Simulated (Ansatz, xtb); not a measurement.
System: AuCl, net charge 0, singlet state. 
Geometry from a B3LYP-D3(BJ)/def2-TZVP (Ansatz, a first-principles code) optimisation:
```
Au
Cl 1 2.2539
```
Charge 0, spin multiplicity 1.

Harmonic wavenumbers from GFN2-xTB (xtb, at its own minimum), cm⁻¹: 292.

Give the harmonic wavenumbers at B3LYP-D3(BJ)/def2-TZVP (Ansatz, finite differences of forces, unscaled).

347 cm⁻¹. Zero-point energy 0.5 kcal/mol.

From these and the geometry, give the ideal-gas thermochemistry at 298.15 K and 1 atm (rigid rotor, harmonic oscillator).

Point group C∞v, rotational symmetry number 1. Rotational constants 3.311, 3.311 GHz. S(trans) 42.23, S(rot) 16.96, S(vib) 1.18, S(elec, spin only) 0.00, S 60.4 cal/(mol K). H(298) - H(0) 2.30 kcal/mol; G - E(el) -15.2 kcal/mol.
